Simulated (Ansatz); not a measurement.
Two spin states of LaF, each at its own minimum; 2S+1 = 1, 3, 5 were tried, and the measured ground state has 1. No spin–orbit coupling.

Each state is the lowest solution found for its spin in def2 and cc sets. The singlet is a restricted closed-shell determinant, which can mix singlet states where a π or δ shell is part-filled.

Correlated levels freeze the inner cores; with def2 sets outer-core shells near the valence are correlated too.

Codes used: Ansatz (Gaussian basis) for Hartree–Fock, density functionals and correlated methods. Each number belongs to the level named beside it. In def2 rows elements past Kr take small-core potentials, without spin–orbit coupling.

**Question.** One of these levels gives 12.5 kJ/mol for the energy of the multiplicity-3 state above the multiplicity-1 state. Which one is it?
A. PBE0/def2-TZVPP
B. CCSD/def2-TZVPP
C. PBE/def2-TZVPP
D. wB97X-V/def2-TZVPP

**Answer.** B, CCSD/def2-TZVPP. The others give -7.7 (PBE/def2-TZVPP), -14.9 (PBE0/def2-TZVPP), 10.1 (wB97X-V/def2-TZVPP)

Doubts at one or more of the structures used: a restricted determinant that unrestricted orbitals would lower (CCSD/def2-TZVPP).

Ansatz is a first-principles code.
